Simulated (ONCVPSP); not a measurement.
## Building the ONCV potential for La (Z = 57) (LDA (Perdew-Zunger), scalar-relativistic).

lanthanum (La), optimised norm-conserving Vanderbilt (ONCV), made with ONCVPSP 4.0.1 (LDA (Perdew-Zunger), scalar-relativistic). Core [Kr] 4d10 5s2, reference 5p6 5d1 6s2. Waves: 6s: rc 4.00 bohr, ncon 3, nbas 6, qcut 1.3 1/bohr, 2 projectors, debl 3.1 Ha; 5p: rc 2.75 bohr, ncon 3, nbas 8, qcut 4.4 1/bohr, 2 projectors, debl 2.3 Ha; 5d: rc 2.55 bohr, ncon 3, nbas 8, qcut 3.5 1/bohr, 1 projector; f scattering state at 0.37 Ha: rc 4.20 bohr, ncon 3, nbas 6, qcut 2.5 1/bohr, 1 projector. Local part: polynomial inside 2.10 bohr (lpopt 5, dvloc0 2 Ha). Core correction: Teter function, fcfact 4.25, rcfact 1.75.

In the f channel the program set the typed energies aside and used -0.168 Ha.

All-electron outer shells of the reference configuration (LDA (Perdew-Zunger), scalar-relativistic, ld1.x):

```json
{"shell": "5p", "level (eV)": "-22.48", "outermost node (bohr)": "0.83", "outermost maximum (bohr)": "1.58"}
{"shell": "6s", "level (eV)": "-3.82", "outermost node (bohr)": "1.86", "outermost maximum (bohr)": "3.74"}
{"shell": "5d", "level (eV)": "-3.21", "outermost node (bohr)": "0.95", "outermost maximum (bohr)": "2.24"}
```

Q: Estimate the cutoffs (Ha) at which the residual kinetic energy of the hardest occupied pseudo-wave falls to 1 and 0.1 mHa per electron.

A: 5.4 Ha and 9.2 Ha. The cutoffs count occupied waves only; projector 2 of the s channel, the hardest unoccupied one, needs 21 Ha at the loose tolerance.

Q: Does the potential have ghost states?

A: No bound ghost flagged; GHOST(+) flagged for s at 101.5 eV.

Its largest configuration-test error is -1.2 meV (5p6 5d1 6s1). 3 of 4 tests not solved or not reliable.
